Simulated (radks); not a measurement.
The numbers below are computed, except where a source is named.
Question: Species: Sm49+. Configuration: [Ne] 3s1 3p1 4s1 (not the ground configuration). Level of theory: Dirac Kohn-Sham, RPBE, spin-unpolarised, spherical densities, point nucleus; open shells are shared between the two j in proportion to 2j + 1 (a radial shooting solver on a logarithmic mesh with Libxc functionals). Some entries of the table are withheld. Estimate them.

orbital      occ.  eigenvalue (eV)  <1/r> (bohr^-1)  r(max) (bohr)
1s1/2           2        -50209.28            68.87        0.01448
2s1/2           2        -10989.58            16.63        0.08166
2p1/2           2        -10641.88            16.56        0.06181
2p3/2           4        -10018.41            14.78        0.06730
3s1/2           1        -4447.899              (1)         0.2182
3p1/2    0.333333        -4325.115            6.709         0.2038
3p3/2    0.666667        -4160.880            6.232         0.2134
3d3/2           0        -3998.164              (2)         0.1644
3d5/2           0        -3958.074              (3)         0.1671
4s1/2           1        -2380.548            3.615         0.4302
4p1/2           0              (4)            3.584            (5)
4p3/2           0              (6)            3.394            (7)
4f5/2           0        -2136.572            3.229         0.3098
4f7/2           0        -2129.843            3.209         0.3115
5s1/2           0        -1478.245            2.247         0.7179

Answer: 
(1) 3s1/2 <1/r> (bohr^-1): 6.775
(2) 3d3/2 <1/r> (bohr^-1): 6.103
(3) 3d5/2 <1/r> (bohr^-1): 5.982
(4) 4p1/2 eigenvalue (eV): -2328.254
(5) 4p1/2 r(max) (bohr): 0.4199
(6) 4p3/2 eigenvalue (eV): -2263.117
(7) 4p3/2 r(max) (bohr): 0.4335
